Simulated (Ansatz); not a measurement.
The first iterations of a band of FH$_{2}$O$_{2}$Si (6 atoms, charge 0, multiplicity 2).

Level of theory: UKS PBE-D4/def2-SVP in Ansatz.

```yaml
movable_images: 5
climbing_image: yes
spring: 5.0 eV/Å²
optimiser: quadratic models (default)
start_path: IDPP
force_threshold: 0.05 eV/Å
iteration_limit: 60
end_points: relaxed
```

Image 0:

```xyz
6
Properties=species:S:1:pos:R:3
O -0.941 1.028 -0.627
Si 0.385 0.033 -0.438
O 0.329 -0.594 1.119
F 0.175 -1.149 -1.554
H -1.031 1.707 0.066
H 1.124 -1.089 1.387
```

Image 6:

```xyz
6
Properties=species:S:1:pos:R:3
O -0.900 0.814 0.459
Si 0.309 0.118 -0.475
O 0.957 -1.149 0.397
F -0.318 -0.583 -1.817
H -1.264 1.644 0.099
H 1.258 -0.908 1.292
```

| iteration | highest image above the first end (eV) | largest band force component (eV/Å) |
| --- | --- | --- |
| 1 | 0.238 | 0.920 |
| 2 | 0.136 | 0.244 |

Problem. Does the band converge within its limit, and where does its top end?

Solution. The run converged. It ended after 6 iterations with the highest image 0.081 eV above the first end. A vibrational analysis at the climbing image gives 2 clearly imaginary modes (288i, 200i cm⁻¹): a point of higher order, so a lower path passes nearby.

Run time: 2.2 min on 1 thread of Arm Neoverse N1, with other jobs on the host, peak memory 0.13 GiB.
